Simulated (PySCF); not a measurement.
**Running PySCF for CdSi⁺**

The script input.py:

```python
from pyscf import gto, scf, mp

mol = gto.M(
    atom='Cd 0 0 0; Si 0 0 2.938',
    basis='sbkjc',
    ecp={'Cd': 'sbkjc', 'Si': 'sbkjc'},
    charge=1,
    spin=3,
    symmetry=True,
    verbose=4,
)
mf = scf.UHF(mol)
mf.kernel()
mp.MP2(mf).kernel()
mf.dip_moment()
print('orbital energies (hartree):', [e[max(0, n-3):n+3].round(4) for e, n in zip(mf.mo_energy, mol.nelec)])
```

```bash
$ OMP_NUM_THREADS=1 python input.py
```

The log (some set-up lines and the per-cycle HOMO/LUMO lines with their warnings removed):

```
PySCF version 2.14.0

[INPUT] Symbol           X                Y                Z      unit          X                Y                Z       unit  Magmom
[INPUT]  1 Cd     0.000000000000   0.000000000000   0.000000000000 AA    0.000000000000   0.000000000000   0.000000000000 Bohr   0.0
[INPUT]  2 Si     0.000000000000   0.000000000000   2.938000000000 AA    0.000000000000   0.000000000000   5.552015353972 Bohr   0.0

nuclear repulsion = 14.4091820536419
point group symmetry = Coov
symmetry origin: [0.         0.         1.25368089]
symmetry axis x: [1. 0. 0.]
symmetry axis y: [0. 1. 0.]
symmetry axis z: [0. 0. 1.]
num. orbitals of irrep A1 = 15
num. orbitals of irrep E1x = 9
num. orbitals of irrep E1y = 9
num. orbitals of irrep E2x = 3
num. orbitals of irrep E2y = 3
number of shells = 15
number of NR pGTOs = 73
number of NR cGTOs = 39
basis = sbkjc
ecp = {'Cd': 'sbkjc', 'Si': 'sbkjc'}

******** <class 'pyscf.scf.uhf_symm.SymAdaptedUHF'> ********
method = SymAdaptedUHF
initial guess = minao
damping factor = 0
level_shift factor = 0
DIIS = <class 'pyscf.scf.diis.CDIIS'>
SCF conv_tol = 1e-09
SCF max_cycles = 50
number electrons alpha = 13  beta = 10
Freeze 0 electrons in irreps []
    23 free electrons in irreps A1 E1x E1y E2x E2y
init E= -141.255032732688

cycle= 1 E= -137.006417344139  delta_E= 4.25  |g|= 5.62  |ddm|= 12.6

cycle= 2 E= -154.456170236996  delta_E= -17.4  |g|= 5.93  |ddm|= 13.7
cycle= 3 E= -164.491166659597  delta_E=  -10  |g|= 2.89  |ddm|= 4.95

cycle= 4 E= -169.109328478438  delta_E= -4.62  |g|= 0.906  |ddm|= 3.84

cycle= 5 E= -168.520813681984  delta_E= 0.589  |g|= 0.873  |ddm|= 1.76
cycle= 6 E= -169.305115087191  delta_E= -0.784  |g|= 0.34  |ddm|= 1.01
cycle= 7 E= -169.399920984715  delta_E= -0.0948  |g|= 0.068  |ddm|= 0.405
cycle= 8 E= -169.410330010115  delta_E= -0.0104  |g|= 0.0183  |ddm|= 0.171
cycle= 9 E= -169.411556064306  delta_E= -0.00123  |g|= 0.0063  |ddm|= 0.0766
cycle= 10 E= -169.411756940281  delta_E= -0.000201  |g|= 0.00215  |ddm|= 0.0359
cycle= 11 E= -169.411781573211  delta_E= -2.46e-05  |g|= 0.000956  |ddm|= 0.0115
cycle= 12 E= -169.411786784513  delta_E= -5.21e-06  |g|= 0.000346  |ddm|= 0.00593
cycle= 13 E= -169.411787626689  delta_E= -8.42e-07  |g|= 0.000165  |ddm|= 0.00238
cycle= 14 E= -169.411787819055  delta_E= -1.92e-07  |g|= 7.14e-05  |ddm|= 0.00115
cycle= 15 E= -169.411787854188  delta_E= -3.51e-08  |g|= 2.69e-05  |ddm|= 0.000521
cycle= 16 E= -169.411787858226  delta_E= -4.04e-09  |g|= 8.27e-06  |ddm|= 0.000171
cycle= 17 E= -169.411787858473  delta_E= -2.48e-10  |g|= 3.14e-06  |ddm|= 4.95e-05
Extra cycle  E= -169.41178785848  delta_E= -6.28e-12  |g|= 1.78e-06  |ddm|= 4.2e-06
converged SCF energy = -169.41178785848  <S^2> = 3.797552  2S+1 = 4.0237058

******** <class 'pyscf.mp.ump2.UMP2'> ********
nocc = (np.int64(13), np.int64(10)), nmo = (39, 39)
E(UMP2) = -169.601628457379  E_corr = -0.189840598898803
E(SCS-UMP2) = -169.590772769658  E_corr = -0.178984911178698
E_corr(same-spin) = -0.0563351624998443
E_corr(oppo-spin) = -0.133505436398959

WARN: System has nonzero charge 1; the dipole moment is origin-dependent.
Location of origin: [0. 0. 0.]

Dipole moment(X, Y, Z, Debye):  0.00000,  0.00000,  1.74734
orbital energies (hartree): [array([-0.5555, -0.4738, -0.4738, -0.2212, -0.1527, -0.1527]), array([-1.0207, -1.0207, -0.6395, -0.2522, -0.146 , -0.1347])]
```

In short: E(SCF) = -169.411788 Eh, E(MP2) − E(SCF) = -0.18984 Eh, ⟨S²⟩ = 3.798.

It ran on Arm Neoverse V1 (1 thread, shared host) in 1 s.

The bond length is a typed value, not an optimised one. The dipole of an ion depends on the origin. No search for the lowest solution was made.
